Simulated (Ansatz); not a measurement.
Ansatz (a quantum-chemistry and plane-wave program) input (B97M-V/def2-TZVPD):

Ansatz 0.2 input:
```yaml
crystal:
  periodic: [false, false, false]
  atoms:
    - {symbol: Ga, position_ang: [-0.00000000, -0.00000000, 0.00000000]}
    - {symbol: F, position_ang: [-1.47532135, -0.91056668, 0.00813003]}
    - {symbol: F, position_ang: [0.01674986, 1.61779287, -0.62308629]}
    - {symbol: F, position_ang: [1.45857148, -0.70722619, 0.61495626]}
basis:
  gaussian:
    orbitals: def2-TZVPD
hamiltonian:
  xc: {name: B97M-V}
output: {forces: true}
```

Output:

```
Functional definition: B97M-V
integrals: 0.10 GiB planned
967 factors; their error is unknown
mean field: 0.70 GiB planned
mean field evaluation 1: about -60515.0803 eV, gradient 7.1e1 eV
mean field evaluation 2: about -60482.2682 eV, gradient 1.6e2 eV
mean field evaluation 4: about -60522.5877 eV, gradient 2.1e0 eV
mean field evaluation 8: about -60522.5954 eV, gradient 1.1e-2 eV
mean field evaluation 16: about -60522.5760 eV, gradient 8.1e-5 eV
mean field -60522.57600267 eV, -2224.1636444228 hartree, gradient 8.1e-5 eV, S^2 0.000000; 0 other end points of the search recorded, 0 dependent functions left out
the calculation of the forces begins
reference -60522.57608389 eV, -2224.1636474073 hartree; 29, 29 occupied and 145, 145 virtual orbitals, 967 factors
Total energy: -60522.57608389 eV, -2224.1636474073 hartree
Atom 0 at    -0.000000    -0.000000     0.000000 Å, force    -0.000024    -0.000015     0.000000 eV/Å
Atom 1 at    -1.475321    -0.910567     0.008130 Å, force     0.325391     0.200831    -0.001793 eV/Å
Atom 2 at     0.016750     1.617793    -0.623086 Å, force    -0.003702    -0.356775     0.137409 eV/Å
Atom 3 at     1.458571    -0.707226     0.614956 Å, force    -0.321665     0.155959    -0.135616 eV/Å
Dipole moment:     0.000000     0.000000    -0.000000 e Å
```
